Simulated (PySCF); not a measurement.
A GIAO shielding run with PySCF 2.14 (density fitting, non-relativistic, gas phase) on SMILES CSC1=C[C@@]2([SiH3])C=C[C@@H]12, C7H10SSi:

```
$ OMP_NUM_THREADS=1 python probes_run.py task.json out

{"job": {"kind": "nmr", "xc": "PBE0", "basis": "pcSseg-1"}, "charge": 0, "multiplicity": 1}
C      3.384432    -0.464590    -0.109482
S      2.461599     0.993231     0.458410
C      0.843356     0.441862     0.136419
C      0.278702    -0.666868    -0.351892
C     -1.129201    -0.125411    -0.216052
Si    -2.262009    -0.077342    -1.721441
C     -1.699689    -0.317029     1.173272
C     -1.142292     0.783422     1.667704
C     -0.459469     1.161070     0.378357
H      3.097389    -1.324831     0.487630
H      3.168609    -0.636207    -1.159891
H      4.437665    -0.243885     0.029991
H      0.635129    -1.623981    -0.679320
H     -1.501804     0.451632    -2.854836
H     -3.405139     0.782679    -1.415312
H     -2.710120    -1.442609    -2.006235
H     -2.306777    -1.105696     1.576537
H     -1.120176     1.260202     2.629672
H     -0.580007     2.163602    -0.015827
```

Hardware: 1 thread of an Arm Neoverse N1, shared host. The job also computes population analyses, field gradients, ring-centre shieldings.

Task: How large is the calculation?

Result: 82 electrons, 217 basis functions and 1167 auxiliary functions.

Task: How long does it take, and how much memory does it need?

Result: 85 s of wall time, with 14 SCF cycles and 5 response iterations; peak memory 1 GiB. Times on a shared host scatter by some tens of per cent.
